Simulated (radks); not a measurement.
Results of a calculation; reference values are marked as such.
Fe IV, configuration [Ar] 3d4.25 4s0.75 (fractional occupations, a model configuration).

Code: a radial shooting solver on a logarithmic mesh with Libxc functionals. Model: scalar-relativistic Kohn-Sham, PBE, spin-unpolarised, spherical densities, finite nucleus; Fermi nuclear charge, rms radius 3.7377 fm.

Energy parts (eV):
total: -34555.638
kinetic: 34972.197
electron-nucleus: -81638.161
Hartree: 13586.338
exchange-correlation: -1476.012

Orbitals (lengths in bohr, moments of r in powers of bohr; <r^-3> diverges for s and p1/2; r(max) is where P^2 peaks):
[
 {"orbital": "1s", "occ.": "2", "eigenvalue (eV)": "-7043.671", "<r^-3>": "-", "<r^4>": "0.00005434", "r(max)": "0.03827"},
 {"orbital": "2s", "occ.": "2", "eigenvalue (eV)": "-865.5400", "<r^-3>": "-", "<r^4>": "0.01235", "r(max)": "0.2224"},
 {"orbital": "2p", "occ.": "6", "eigenvalue (eV)": "-744.1862", "<r^-3>": "480.5", "<r^4>": "0.009450", "r(max)": "0.1799"},
 {"orbital": "3s", "occ.": "2", "eigenvalue (eV)": "-137.3344", "<r^-3>": "-", "<r^4>": "0.8588", "r(max)": "0.6967"},
 {"orbital": "3p", "occ.": "6", "eigenvalue (eV)": "-102.9346", "<r^-3>": "62.73", "<r^4>": "1.140", "r(max)": "0.7067"},
 {"orbital": "3d", "occ.": "4.25", "eigenvalue (eV)": "-48.7186", "<r^-3>": "6.066", "<r^4>": "2.756", "r(max)": "0.6831"},
 {"orbital": "4s", "occ.": "0.75", "eigenvalue (eV)": "-33.2903", "<r^-3>": "-", "<r^4>": "44.89", "r(max)": "1.975"}
]

The highest occupied level is 4s at -33.290 eV. Summed over all electrons, <r^2> = 15.86 bohr^2, which gives a Langevin (diamagnetic) susceptibility term of -12.6 x 10^-6 cm^3/mol.
